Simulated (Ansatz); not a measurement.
Ansatz (a first-principles code) input (B3LYP-D3(BJ)/def2-TZVP):

Ansatz 0.2 input:
```yaml
crystal:
  periodic: [false, false, false]
  atoms:
    - {symbol: Ga, position_ang: [1.26005344, 0.41450614, 0.33433270]}
    - {symbol: I, position_ang: [-0.56240755, 1.59728327, -1.49759632]}
    - {symbol: I, position_ang: [-0.17460484, -1.83973025, 1.30204323]}
basis:
  gaussian:
    orbitals: def2-TZVP
hamiltonian:
  xc: b3lyp
  dispersion: d3bj
total_charge: -1
phonons: {temperatures: {t_min: 298.15, t_max: 298.15, t_step: 100}}
```

Output:

```
Functional definition: B3LYP
integrals: 0.08 GiB planned
1225 factors; their error is unknown
mean field: 0.73 GiB planned
mean field evaluation 1: about -68590.9255 eV, gradient 2.4e1 eV
mean field evaluation 2: about -68590.2028 eV, gradient 3.5e1 eV
mean field evaluation 4: about -68591.5480 eV, gradient 6.6e-1 eV
mean field evaluation 8: about -68592.1437 eV, gradient 1.4e-1 eV
mean field evaluation 16: about -68592.1437 eV, gradient 8.5e-6 eV
mean field -68592.14373894 eV, -2520.7147889813 hartree, gradient 8.5e-6 eV, S^2 0.000000; 0 other end points of the search recorded, 0 dependent functions left out
the calculation of the forces begins
reference -68592.14395035 eV, -2520.7147967502 hartree; 41, 41 occupied and 107, 107 virtual orbitals, 1225 factors
these checks for a lower state are left out or cut short: stability, starts, cluster_reference, orbital_swaps, neighbouring_geometries, increment
integrals: 0.08 GiB planned
1225 factors; their error is unknown
mean field: 0.73 GiB planned
mean field -68592.14372914 eV, -2520.7147886209 hartree, gradient 2.3e-6 eV, S^2 0.000000; 0 other end points of the search recorded, 0 dependent functions left out
the calculation of the forces begins
reference -68592.14394056 eV, -2520.7147963904 hartree; 41, 41 occupied and 107, 107 virtual orbitals, 1225 factors
these checks for a lower state are left out or cut short: stability, starts, cluster_reference, orbital_swaps, neighbouring_geometries, increment
integrals: 0.08 GiB planned
1225 factors; their error is unknown
mean field: 0.73 GiB planned
mean field evaluation 32: about -68592.1437 eV, gradient 2.3e-6 eV
mean field -68592.14373404 eV, -2520.7147888010 hartree, gradient 2.3e-6 eV, S^2 0.000000; 0 other end points of the search recorded, 0 dependent functions left out
the calculation of the forces begins
reference -68592.14394542 eV, -2520.7147965693 hartree; 41, 41 occupied and 107, 107 virtual orbitals, 1225 factors
these checks for a lower state are left out or cut short: stability, starts, cluster_reference, orbital_swaps, neighbouring_geometries, increment
integrals: 0.08 GiB planned
1225 factors; their error is unknown
mean field: 0.73 GiB planned
mean field -68592.14385017 eV, -2520.7147930689 hartree, gradient 2.3e-6 eV, S^2 0.000000; 0 other end points of the search recorded, 0 dependent functions left out
the calculation of the forces begins
reference -68592.14406160 eV, -2520.7148008386 hartree; 41, 41 occupied and 107, 107 virtual orbitals, 1225 factors
these checks for a lower state are left out or cut short: stability, starts, cluster_reference, orbital_swaps, neighbouring_geometries, increment
integrals: 0.08 GiB planned
1225 factors; their error is unknown
mean field: 0.73 GiB planned
mean field -68592.14361725 eV, -2520.7147845090 hartree, gradient 2.3e-6 eV, S^2 0.000000; 0 other end points of the search recorded, 0 dependent functions left out
the calculation of the forces begins
reference -68592.14382863 eV, -2520.7147922771 hartree; 41, 41 occupied and 107, 107 virtual orbitals, 1225 factors
these checks for a lower state are left out or cut short: stability, starts, cluster_reference, orbital_swaps, neighbouring_geometries, increment
integrals: 0.08 GiB planned
1225 factors; their error is unknown
mean field: 0.73 GiB planned
mean field -68592.14372997 eV, -2520.7147886515 hartree, gradient 2.3e-6 eV, S^2 0.000000; 0 other end points of the search recorded, 0 dependent functions left out
the calculation of the forces begins
reference -68592.14394136 eV, -2520.7147964201 hartree; 41, 41 occupied and 107, 107 virtual orbitals, 1225 factors
these checks for a lower state are left out or cut short: stability, starts, cluster_reference, orbital_swaps, neighbouring_geometries, increment
integrals: 0.08 GiB planned
1225 factors; their error is unknown
mean field: 0.73 GiB planned
mean field evaluation 64: about -68592.1437 eV, gradient 2.3e-6 eV
mean field -68592.14374252 eV, -2520.7147891128 hartree, gradient 2.3e-6 eV, S^2 0.000000; 0 other end points of the search recorded, 0 dependent functions left out
the calculation of the forces begins
reference -68592.14395394 eV, -2520.7147968822 hartree; 41, 41 occupied and 107, 107 virtual orbitals, 1225 factors
Total energy: -68592.36627196 eV, -2520.7229669189 hartree
Atom 0 at     1.260053     0.414506     0.334333 Å, force     0.000149     0.000049     0.000039 eV/Å
Atom 1 at    -0.562408     1.597283    -1.497596 Å, force    -0.000057    -0.000175     0.000103 eV/Å
Atom 2 at    -0.174605    -1.839730     1.302043 Å, force    -0.000091     0.000126    -0.000142 eV/Å
Dipole moment:     0.330749     0.108803     0.087758 e Å
Vibrations: 42.81 133.72 150.43 cm⁻¹, zero-point energy 0.020269 eV
```
